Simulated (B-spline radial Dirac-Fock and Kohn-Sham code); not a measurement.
## EELS cross sections of the Tm N3 edge

System: the free thulium atom, 1s2 2s2 2p6 3s2 3p6 3d10 4s2 4p6 4d10 4f13 5s2 5p6 6s2. Method: the first Born approximation with generalised oscillator strengths from a Dirac-Hartree-Slater potential (longitudinal and transverse terms; continuum final states only, so no white lines or fine structure). Computed with an atomic code on a B-spline grid. The edge is taken at 332.6 eV (tabulated value).

Partial cross sections σ(β, Δ) in barn, integrated over a window Δ above the edge and up to the collection semi-angle β, for parallel illumination:

```tsv
E₀ (kV)	β (mrad)	Δ = 25 eV	Δ = 50 eV	Δ = 100 eV	Δ = 200 eV	Δ = 300 eV
60	5	320	574	968	1460	1740
60	100	1720	3240	5640	9310	12200
80	50	1240	2300	3960	6460	8310
80	100	1420	2690	4690	7770	10200
100	5	342	619	1060	1640	1990
100	10	547	999	1740	2770	3430
100	100	1230	2330	4080	6760	8900
120	5	343	624	1070	1680	2040
120	50	1030	1910	3310	5440	7050
120	100	1100	2080	3650	6060	7970
200	20	624	1150	1990	3260	4160
200	50	811	1520	2660	4400	5760
300	20	579	1070	1860	3040	3900
300	50	?	?	?	?	?
```

Problem. Give the row for 300 kV and 50 mrad.

Solution. 690 b for 25 eV, 1300 b for 50 eV, 2280 b for 100 eV, 3790 b for 200 eV, 4980 b for 300 eV.
